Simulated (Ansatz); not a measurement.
Basis-set extrapolation for CH3BClNOS (`NB(Cl)OC=S`) (PBE0-D4/def2-TZVP geometry, frozen core, the Gaussian-basis code of Ansatz). Multiplicity 1, RHF reference.

|  | def2-TZVPP | def2-QZVPP |
| --- | --- | --- |
| HF | -1050.871436 | -1050.904186 |
| MP2 correlation | -1.050065 | -1.135120 |
| CCSD(T) correlation | -1.140741 | not run |

Energies in hartree. Use E(X) = E(∞) + A·exp(−7.88·√X) for Hartree–Fock and E(X) = E(∞) + B·X^(−2.97) for correlation, with X = 3 and 4, and add CCSD(T) minus MP2 of the smaller set to the MP2 limit.

Question: What is the CCSD(T) energy at the basis-set limit?

Answer: HF limit: -1050.904186 + (-0.032750) × 0.13774 = -1050.90870. MP2 limit: -1.135120 + (-0.085055) × 0.74074 = -1.19812. Higher-order term: -1.140741 − (-1.050065) = -0.09068. Total: -1052.19750 hartree, 5.04 eV below CCSD(T)/def2-TZVPP.
